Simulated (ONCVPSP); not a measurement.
**palladium: one change to an ONCV potential, before and after**

```json
{
  "Element": "palladium (Pd)",
  "Generator": "ONCVPSP 4.0.1",
  "Type": "optimised norm-conserving Vanderbilt (ONCV)",
  "Functional": "PBEsol",
  "Relativity": "scalar-relativistic",
  "Frozen core": "[Ar] 3d10",
  "Valence charge": "18",
  "Reference configuration": "4s2 4p6 4d10",
  "Partial waves": "4s: rc 1.05 bohr, ncon 4, nbas 7, qcut 4.9 1/bohr, 3 projectors, debl 3.8 Ha; 4p: rc 1.15 bohr, ncon 3, nbas 7, qcut 7.3 1/bohr, 1 projector; 4d: rc 2.05 bohr, ncon 5, nbas 10, qcut 8.5 1/bohr, 3 projectors, debl 3.8 Ha",
  "Local potential": "polynomial inside 0.70 bohr (lpopt 5, dvloc0 6 Ha)",
  "Core correction": "none"
}
```

Change: d: rc 3.06.

Cutoffs: the cutoffs (Ha) at which the residual kinetic energy of the hardest occupied pseudo-wave falls to 1 and 0.1 mHa per electron; they do not see the model core or the augmentation charge, which bear on the density cutoff. Errors are all-electron minus pseudo energies relative to the spin-unpolarised reference configuration.

Problem. Predict the effect on cutoff, ghosts and configuration errors.

Solution. The potential gets neither clearly harder nor softer (113 Ha and 153 Ha → 113 Ha and 153 Ha); of the 3 tests that both files solve, the error grows in 3 and shrinks in 0 by more than 15 % and 0.3 meV (median size 0.4 → 36.5 meV); neither file shows a bound ghost. More of the atom is replaced by a form fitted at one configuration, so other configurations suffer.

```tsv
quantity	base	changed
cutoff, loose	113 Ha	113 Ha
cutoff, tight	153 Ha	153 Ha
loose cutoff by channel	s 113 Ha, p 41 Ha, d 24 Ha	s 113 Ha, p 41 Ha, d 22 Ha
bound ghosts	none	none
GHOST(+) flags under 300 eV	none	none
tests with a reliable result	3 of 4	3 of 4
error for 4s2 4p6 4d9, meV [ΔE 9.12 eV]	+0.4	-36
error for 4s2 4p6 4d8, meV [ΔE 29.94 eV]	+5.3	-190
error for 4s2 4p6 4d9.5, meV [ΔE 3.24 eV]	+0.2	-7.3
s: phases at 1.06 bohr within 0.05 rad from the reference energy up to (Ha; the scan ends near 5)	to the end of the scan	to the end of the scan
p: phases at 1.16 bohr within 0.05 rad from the reference energy up to (Ha; the scan ends near 5)	1.7	1.7
```
